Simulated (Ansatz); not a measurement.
System: sum formula Si2H4Cl, charge -1, multiplicity 1. It need not be the lowest isomer of its formula. Whether it binds its extra electron was not tested at this geometry. 
Geometry from a B3LYP-D3(BJ)/def2-TZVP (Ansatz, a program for electronic structure) optimisation:
```xyz
7

Si    -1.7262     0.3402     0.2469
Si     0.4600     0.8081    -0.6031
Cl     1.4097    -1.0862     0.1813
H     -2.6298     1.5418     0.1276
H     -1.9109    -0.0990     1.6727
H     -2.4663    -0.7116    -0.5303
H      0.7693     1.6576     0.6360
```
Charge -1, spin multiplicity 1.

Basis-set convergence of Hartree-Fock and CCSD correlation energies (hartree) with Ansatz. Cores are frozen in the correlated levels unless marked. No spin-orbit coupling. Non-relativistic.

| basis | functions | E(HF) | E(corr, CCSD) |
|---|---|---|---|
| aug-cc-pV(D+d)Z | 132 | -1039.75897 | -0.43151 |
| aug-cc-pV(T+d)Z | 257 | -1039.79199 | -0.51810 |
| aug-cc-pV(Q+d)Z | 451 | -1039.80061 | -0.54637 |

Extrapolating the two largest sets (X = 3 and 4) as X^-3: E(corr) = (64·(-0.54637) - 27·(-0.51810))/37 = -0.5670 Eh, an estimate of the basis-set limit. The largest set recovers 96.4 % of it, the smallest 76.1 %.
